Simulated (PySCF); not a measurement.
## BrO⁻ at PBE0

Level: PBE0. Br aug-cc-pVDZ-PP with ECP10, O aug-cc-pVDZ; scalar-relativistic core potentials (PySCF 2.14).

```json
{
 "state": "³Π (triplet), unpaired electrons σ ↑, π ↑, a second solution, started from another occupation",
 "bond length": "2.467 Å",
 "harmonic wavenumber": "226 cm⁻¹",
 "force constant": "0.401 mdyn/Å",
 "rotational constant Be": "0.2083 cm⁻¹",
 "anharmonicity ωexe": "3.05 cm⁻¹",
 "vibration–rotation constant αe": "0.00295 cm⁻¹",
 "energy of the minimum from ground-state Br⁻ + O": "-0.68 eV",
 "bond order (Mayer)": "0.44",
 "dipole moment (positive dipole points towards O; it is taken about the centre of mass and depends on that origin)": "-1.65 D"
}
```

Spin–orbit coupling is left out. For an ion De counts to the pair picked by the measured ionisation energies or electron affinities, which need not be the lowest pair at this level.
